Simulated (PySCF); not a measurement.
C6H7FN (doublet state).
Geometry (GFN2-xTB, Å), atoms numbered from 1 in this order:
```xyz
15
C6H7FN angstrom
C     -2.2481    0.8386    0.1991
C     -1.0565    0.3853    0.5682
C     -0.3463   -0.6945   -0.1235
N     -0.5523   -1.1651   -1.2725
C      0.8332   -1.2840    0.6509
C      1.9120   -0.3242    0.5995
C      2.3174    0.8353    0.2073
F      1.5384    1.7470   -0.4851
H     -2.7792    0.4340   -0.6479
H     -2.7450    1.6289    0.7345
H     -0.5548    0.8024    1.4305
H     -1.3032   -0.7424   -1.8093
H      0.5438   -1.4854    1.6855
H      1.1319   -2.2146    0.1646
H      3.3043    1.2467    0.3640
```

The hyperfine couplings belong to this conformer and change with its torsions.

Identity: `[H]/N=C(\C=C)C/[C]=C\F` [radical].

Level of theory: PySCF 2.14.0, UKS B3LYP, pcH-1 on C F H N, non-relativistic, mean-field spin-orbit, GIAO. The structure is a single GFN2-xTB conformer in the gas phase; no vibrational or solvent corrections. Couplings are sensitive to structure, and on GFN2-xTB geometries they can be far from those on DFT ones. The frame is twisted about the C2–C3 bond at this geometry (dihedral H11–C2–C3–C5 = 13°); couplings at other torsion angles weren't computed. No stability test was run, so a lower SCF solution isn't excluded.

Task: The isotropic 13C couplings are +246.2, +72.8, +58.2, -9.4, -1.2 MHz. Assign them to C2; C3; C5; C6; C7.

Result: 
```tsv
site	a_iso (MHz)	ρ(0) (bohr⁻³)	position	distance from C6 (Å)	spin population	largest |T| (MHz)
C2	-1.2	-0.0011	3 bonds from C6	3.05	0.00	1.2
C3	+72.8	+0.0647	2 bonds from C6	2.40	+0.03	13.8
C5	-9.4	-0.0084	1 bond from C6	1.44	-0.05	7.4
C6	+246.2	+0.2190	largest spin population	0.00	+0.96	139.5
C7	+58.2	+0.0518	1 bond from C6	1.29	-0.09	16.1
```

ρ(0) is the spin density at the nucleus and T the dipolar tensor; entries for several nuclei are means. The largest Mulliken spin populations are on C6 (+0.96) and C7 (-0.09). C6 is the only atom above +0.15. The positive populations add up to 1.14 and the negative ones to -0.14, together 2S = 1.

Means are taken over nuclei equivalent by connectivity, which assumes that they swap fast.
